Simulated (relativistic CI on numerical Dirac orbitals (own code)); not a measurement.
**Sb XIV: sensitivity of the levels to the model**

Base calculation: Dirac-Coulomb-Breit CI, KLI orbitals optimised for each configuration, a model potential for QED, unscaled Slater integrals.

CI space (outside the closed core [Ar] 3d10): 4s²4p⁶4d², 4s²4p⁵4d³, 4s²4p⁶4d4f, 4s4p⁶4d³, 4s²4p⁶4d5s, 4s²4p⁵4d²4f, 4s²4p⁶4d5p, 4s²4p⁶4f5s, 4s4p⁶4d²4f, 4s²4p⁶4d5d, 4s²4p⁶5s5p, 4s²4p⁶4f², 4s²4p⁵4f³, 4s²4p⁶5s², 4s²4p⁵4f5s², 4s²4p⁶4f5p, 4s²4p⁵4f²5p. Double excitations out of closed p, d and f shells are left out; levels of such configurations are missing from the list, as are those of other unlisted configurations, and high levels can miss mixing partners. These lack a partner that the ground configuration has and come out too high: 4s4p⁶4d²4f.

Variants: (1) P86 correlation estimate; (2) configuration mixing switched off; (3) only the first 3 configurations. Shifts of the energy above 4s²4p⁶4d² ³F2, in cm⁻¹, for the lowest level and the first level of each name with at least 55 % of one term (blank where a level changes its place among those of its configuration and J or its character, or is not in the variant):

| Level | Base | Δ(1) | Δ(2) | Δ(3) |
| --- | --- | --- | --- | --- |
| 4s²4p⁶4d² ³F2 | 0 | 0 | 0 | 0 |
| 4s²4p⁶4d² ³F3 | 11173 | 0 | -42 | -42 |
| 4s²4p⁶4d² ³F4 | 21256 | 0 | +62 | +62 |
| 4s²4p⁶4d² ³P0 | 26362 | +5 | +2133 | +2133 |
| 4s²4p⁶4d² ³P1 | 32097 | +5 | +2314 | +2314 |
| 4s²4p⁶4d² ¹G4 | 45319 | +2 | +1601 | +1601 |
| 4s²4p⁶4d² ¹S0 | 100026 | 0 | -3312 | -3312 |
| 4s²4p⁵4d³ ⁵D°1 | 564367 | +978 | -17635 | -17674 |
| 4s²4p⁵4d³ ⁵D°0 | 567581 | +978 | -18102 | -18103 |
| 4s²4p⁵4d³ ⁵S°2 | 567624 | +980 | -16454 | -16600 |
| 4s²4p⁵4d³ ⁵G°6 | 589591 | +983 | -14579 | -14751 |
| 4s²4p⁵4d³ ³G°3 | 595853 | +1012 | -13447 | -17826 |
| 4s²4p⁵4d³ ³G°4 | 599839 | +997 | -14917 | -17282 |
| 4s²4p⁵4d³ ³P°1 | 608434 | +1004 | -13659 | -17078 |
| 4s²4p⁵4d³ ³D°3 | 612606 | +991 | -16177 | -17192 |
| 4s²4p⁵4d³ ³H°6 | 615201 | +990 | -13611 | -15011 |
| 4s²4p⁵4d³ ³P°0 | 619579 | +985 | -17100 | -17830 |
| 4s²4p⁵4d³ ³I°7 | 624016 | +983 | -14445 | -14445 |
| 4s²4p⁵4d³ ³F°4 | 628116 | +1004 |  | -16643 |
| 4s²4p⁵4d³ ⁵P°3 | 635945 | +996 |  |  |

At this charge energies of transitions that change n are usually good to better than 1 %, and those within a shell (Δn = 0) to a few per cent. Terms inside the open d or f shell come out 10 to 20 % too wide with unscaled integrals. Levels and lines within the n = 5 or 6 shells can be off by up to 10 % or somewhat more, and those that change n by about 2 %, since core polarisation is missing.

Ionisation energy from the two ground configurations alone: base 291.703 eV; P86 correlation estimate 293.345 eV. The NIST ASD value (theoretical) is 292 eV.

LS names give the leading component of a level, which can be under half, so a name can repeat, a term be missing and a line seem to break the LS rules.
